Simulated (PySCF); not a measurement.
**Identify the compound**

An unknown has the formula C5H4O2. Its calculated NMR data are:

1H NMR (400 MHz, computed): δ 10.20 (s, 1H), 8.21 (d, J = 1.5 Hz, 1H), 7.47 (dd, J = 2.4, 1.5 Hz, 1H), 6.87 (d, J = 2.4 Hz, 1H).

13C{1H} NMR (computed): δ 192.9 (CH), 155.4 (CH), 151.7 (CH), 138.7 (C), 119.4 (CH).

[PySCF: J couplings at B3LYP/pcJ-1 (without the spin–dipole term); σ from GIAO-B3LYP/pcSseg-2; coordinates at the PBE0-D3(BJ)/def2-SVP level; no relativistic terms; single conformer; isolated molecule]

Scale: TMS for 1H, 13C (reference shieldings calculated alike).

Deduce the structure.

Results:


The formula gives 4 degrees of unsaturation (1 ring in the answer). 5 carbon signals for 5 carbons: no two carbons are equivalent. Carbon types of the structure: 1 × C, 4 × CH, which accounts for all hydrogens. δC 192.9: aldehyde carbonyl carbon; low-lying n→π* states of the double bond to the heteroatom give a large paramagnetic term (-257 ppm). δC 155.4, 151.7: aromatic CH next to the ring oxygen. δC 138.7: substituted aromatic carbon. δC 119.4: aromatic CH. δH 10.20: hydrogen on an aldehyde carbonyl carbon; the formyl region, downfield of aromatic protons. δH 8.21, 7.47: hydrogen on an aromatic CH next to the ring oxygen. δH 6.87: hydrogen on an aromatic CH; the ring current deshields protons in the ring plane.

The compound is SMILES O=Cc1ccoc1.

The data come from this structure; uniqueness wasn't tested.

Multiplet labels drop couplings under 1 Hz and merge nearly equal ones. Unscaled 3J(H,H) at this level run about 10 % above measured values. Shifts are as computed. Against solution values, carbons near 30 ppm lie about +3 ppm off and those near 130 ppm about +8 ppm. Of 1211 compounds with measured shifts, 218 miss one by over three times the rms of a fit or turn the order of signals round; such compounds aren't used in these exercises.
